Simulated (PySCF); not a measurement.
Partial charges of `C[C@@H]1CC=C[S@@]1=O`

Species: C5H8OS.
Z-matrix (Å and degrees, GFN2-xTB geometry), rows numbered from 1:
```
C 
C   1  1.5130
C   2  1.5254  1  114.41
C   3  1.4938  2  107.49  1  -146.83
C   4  1.3183  3  116.41  2    16.25
S   5  1.8171  4  113.87  3     2.48
O   6  1.4664  2  107.22  1    41.89
H   1  1.0895  2  108.98  3    69.11
H   1  1.0877  2  110.85  3  -171.91
H   1  1.0885  2  111.05  3   -50.89
H   2  1.0920  1  111.90  3   126.37
H   3  1.0920  2  111.44  1    90.80
H   3  1.0948  2  110.16  1   -28.57
H   4  1.0805  3  119.38  2  -165.27
H   5  1.0738  4  127.13  3   177.21
```

Density: PBE0/pcSseg-1 (PySCF); schemes: Mulliken, IAO, Hirshfeld and ESP-fitted. Isolated species at its GFN2-xTB geometry (one conformer only).

Question: Do the Mulliken, IAO, Hirshfeld and ESP-fitted schemes agree on where the charge is highest?

Answer: The schemes don't all agree: Mulliken S6 (+0.692); IAO S6 (+1.061); Hirshfeld S6 (+0.315); ESP-fitted H15 (+0.215).

Question: Which atoms carry the lowest charge in the Mulliken, IAO, Hirshfeld and ESP-fitted schemes?

Answer: The schemes don't all agree: Mulliken O7 (-0.616); IAO O7 (-0.903); Hirshfeld O7 (-0.367); ESP-fitted C1 (-0.424).

Question: What partial charge does each atom carry?

Answer: In e:

```tsv
atom	environment	Mulliken	IAO	Hirshfeld	ESP-fitted
C1	methyl carbon	-0.209	-0.429	-0.123	-0.424
C2	sp3 carbon bound to sulfur	-0.500	-0.243	-0.034	+0.116
C3	allylic carbon	-0.102	-0.275	-0.070	+0.078
C4	alkene CH carbon	-0.103	-0.117	-0.025	-0.205
C5	alkene CH carbon	-0.252	-0.344	-0.083	-0.238
S6	sulfinyl sulfur	+0.692	+1.061	+0.315	+0.182
O7	sulfinyl oxygen	-0.616	-0.903	-0.367	-0.397
H8	methyl hydrogen	+0.146	+0.163	+0.039	+0.134
H9	methyl hydrogen	+0.126	+0.148	+0.044	+0.144
H10	methyl hydrogen	+0.126	+0.148	+0.047	+0.099
H11	methine hydrogen	+0.153	+0.147	+0.037	+0.047
H12	methylene hydrogen	+0.146	+0.154	+0.051	+0.021
H13	methylene hydrogen	+0.155	+0.159	+0.053	+0.079
H14	vinylic hydrogen	+0.111	+0.161	+0.060	+0.149
H15	vinylic hydrogen	+0.128	+0.171	+0.056	+0.215
```

Mean size of the charges over all atoms: IAO 0.308 e, Mulliken 0.238 e, ESP-fitted 0.169 e, Hirshfeld 0.094 e. Each set sums to the total charge, 0, to within 0.001 e. The ESP scheme fits charges at the nuclei, held to the total charge, to the electrostatic potential on points at 1.4 to 2.0 times the van der Waals radii.

Question: How closely do the schemes follow one another over all atoms?

Answer: Correlation coefficient and root-mean-square difference: IAO with Hirshfeld 0.98, 0.282 e; Mulliken with IAO 0.95, 0.159 e; Mulliken with Hirshfeld 0.91, 0.188 e; Hirshfeld with ESP-fitted 0.76, 0.133 e; IAO with ESP-fitted 0.74, 0.299 e; Mulliken with ESP-fitted 0.64, 0.234 e.

Question: How many electrons does the ESP-fitted scheme count on O7?

Answer: Z − q = 8 − (-0.397) = 8.397.
